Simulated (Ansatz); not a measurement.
Name a neutral molecule of B, C, F, Ga, Si and H with HOMO–LUMO gap (ωB97M-V/def2-TZVPP) between 9.35 and 9.65 eV and HOMO–LUMO gap (PBE/def2-TZVPP) between 3.70 and 4.00 eV (Ansatz, PBE0-D4/def2-TZVP geometry).

`[BH2][GaH][CH2][SiH2]F` (9.62 eV, 3.89 eV). Other molecules can fit too; these were computed, each in one conformer that needn't be the lowest.
